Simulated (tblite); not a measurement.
Species: C₅H₁₀N₂S.
Numbering: `[CH3:1]/[N:2]=[CH:3]/[C:4](=[S:5])[N:6]([CH3:7])[CH3:8]` (hydrogens: H9, H10, H11 on C1; H12 on C3; H13, H14, H15 on C7; H16, H17, H18 on C8)

The geometry is computed with GFN2-xTB (gas phase).

Task: List the bond lengths, angles and torsions at this level.

Result: 
| bond | length (Å) |
| --- | --- |
| C1–N2 | 1.425 |
| N2=C3 | 1.264 |
| C3–C4 | 1.460 |
| C4=S5 | 1.666 |
| C4–N6 | 1.336 |
| N6–C7 | 1.442 |
| N6–C8 | 1.442 |
| C1–H9, C1–H10, C1–H11 | 1.093 |
| C3–H12 | 1.097 |
| C7–H13, C7–H14, C7–H15 | 1.091 |
| C8–H16, C8–H17, C8–H18 | 1.091 |

Bonds in one row agree within 0.01 Å and their mean is given. A selection of angles:
| angle | degrees |
| --- | --- |
| N2–C1–H9 | 108.1 |
| N2–C1–H11 | 113.7 |
| H9–C1–H10 | 107.5 |
| H9–C1–H11 | 109.7 |
| C1–N2–C3 | 120.1 |
| N2–C3–C4 | 126.1 |
| N2–C3–H12 | 121.9 |
| C4–C3–H12 | 112.0 |
| C3–C4–S5 | 113.9 |
| C3–C4–N6 | 124.0 |
| S5–C4–N6 | 122.2 |
| C4–N6–C7 | 125.1 |
| C4–N6–C8 | 120.8 |
| C7–N6–C8 | 114.1 |
| N6–C7–H13 | 110.0 |
| H13–C7–H14 | 110.0 |
| H14–C7–H15 | 108.4 |
| N6–C8–H16 | 109.8 |
| H16–C8–H17 | 108.7 |

Dihedral angles: C1–N2–C3–C4 -177° (antiperiplanar); N2–C3–C4–S5 165° (antiperiplanar); C3–C4–N6–C7 3° (synperiplanar). The mirror-image conformer, all signs reversed, is as good.

Of the pairs four or more bonds apart, N2···H13 is among the closest relative to their van der Waals radii: 1.98 Å, 72 % of the sum of Bondi's values. N6 (nitrogen bound to a thiocarbonyl carbon) is planar (angles 125.1°, 120.8° and 114.1°, sum 359.9°, 0.02 Å off the plane of its three neighbours). The C–N distances run from 1.264 Å (N2=C3, drawn double) to 1.442 Å (N6–C8, drawn single), a spread of 0.178 Å. N2 (imine nitrogen) is bent (angle 120.1°).

Point group: C1 (no symmetry element, even within 0.4 Å). GFN2-xTB frequencies show an imaginary mode (37i cm⁻¹), so the point is no minimum at that level. 2 starts were optimised and ended at 0.00 and 0.31 kcal/mol (GFN2-xTB); the lowest of these is shown.

The run took 1.8 s wall on one thread, Arm Neoverse N1 (aarch64) (shared host). This is the geometry optimisation.
